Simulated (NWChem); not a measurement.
System: pentafluorosilicate (SiF5 anion); SMILES F[Si-](F)(F)(F)F

Input file for NWChem:

```
start job
memory heap 200 mb stack 900 mb global 1100 mb
charge -1
geometry units angstroms noautoz
  F     -1.627840    -0.229621    -0.392086
  Si     0.000000     0.000000    -0.027009
  F     -0.229621     1.627840    -0.392086
  F      0.229621    -1.627840    -0.392086
  F      0.000000     0.000000     1.619264
  F      1.627840     0.229621    -0.392086
end
basis spherical
  F library cc-pvtz
  Si library cc-pvtz
end
dft
  xc b3lyp
  iterations 150
  semidirect filesize 400000000
  mulliken
end
task dft energy
```

Sets without diffuse functions describe the anion's extra electron poorly. Coordinates come from a B3LYP/def2-SVPD optimisation. Not confirmed as a minimum by frequencies.

Task: What results follow from this input? (B3LYP/cc-pVTZ.) Quantities: basis functions; energy (Ha); highest occupied level (eV); orbital gap (eV).

Result: The number of basis functions is 184. The energy (Ha) is -789.31 and the highest occupied level (eV) is -4.19. The orbital gap (eV) comes out as 10.08.
